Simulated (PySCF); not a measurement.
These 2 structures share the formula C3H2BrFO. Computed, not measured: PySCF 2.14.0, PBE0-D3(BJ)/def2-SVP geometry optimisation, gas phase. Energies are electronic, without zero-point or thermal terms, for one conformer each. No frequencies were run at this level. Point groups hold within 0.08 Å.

Question: Rank from lowest to highest electronic energy at this level (kcal/mol).
A. `[O:1]=[CH:2]/[C:3]([Br:4])=[CH:5]\[F:6]` with O1–C2–C3–Br4 0°
B. `[O:1]=[CH:2]/[CH:3]=[C:4](/[F:5])[Br:6]` with O1–C2–C3–C4 -179°

Answer: B (0.0), A (1.6).

Neighbours under 2.5 kcal/mol apart (O=C/C=C(/F)Br and O=C/C(Br)=C\F) can change places with a better method, another conformer or zero-point energy.

```tsv
SMILES	E (Eh)	E rel (kcal/mol)	dipole (D)	point group	A, B, C (MHz)
O=C/C=C(/F)Br	-2863.56754	0.0	2.30	Cs	3855, 1347, 998.2
O=C/C(Br)=C\F	-2863.56494	1.6	3.01	Cs	3280, 1590, 1071
```

Question: As an exercise, what shares would exp(−E/RT) give at 2000 K from these electronic energies alone (no entropy, no degeneracies)?

Answer: RT = 3.974 kcal/mol: O=C/C=C(/F)Br 60.1 %, O=C/C(Br)=C\F 39.9 %.
